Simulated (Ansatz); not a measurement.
`[F][Al]([F])[I]` + `C[Si](C)(C)C` → `C[Si](C)(C)[Al]([F])[F]` + `CI`  (formal exchange of groups at the Al–I bond)

Calculated with Ansatz (gas phase, PBE0-D4/def2-TZVP geometries, no zero-point term in ΔE). CBS: MP2 limit from def2 TZ/QZ plus the TZ coupled-cluster correction, frozen cores. def2 core potentials past Kr. For I outer-core shells are correlated without core-valence functions, which leaves a few kJ/mol of doubt a bond. Each species was taken in one conformer, which may not be the lowest.

```json
{"species": "`[F][Al]([F])[I]`", "CCSD(T)/def2-TZVPP energy (Eh)": "-738.84307"}
{"species": "`C[Si](C)(C)C`", "CCSD(T)/def2-TZVPP energy (Eh)": "-448.45814"}
{"species": "`C[Si](C)(C)[Al]([F])[F]`", "CCSD(T)/def2-TZVPP energy (Eh)": "-850.25567"}
{"species": "`CI`", "CCSD(T)/def2-TZVPP energy (Eh)": "-336.97538"}
```

(1) Work out ΔE.

Largest T1 diagnostic among the species: 0.012.

Answers

(1) ΔE = (-850.25567) + (-336.97538) − (-738.84307) − (-448.45814) = 0.07016 Eh = +1.91 eV. CCSD(T)/CBS gives +1.93 eV.

In def2-TZVPP, CCSD(T) changes the Hartree–Fock value by −0.17 eV (the triples alone add −0.03 eV) and MP2 by −0.04 eV. Leaving LDA and LC-ωPBE aside and taking each functional with its dispersion term where it has one, the values, not all of them listed here, spread over 0.31 eV, from PBE-D4 to r2SCAN0-D4. LDA lies +0.09 eV from PBE without D4.
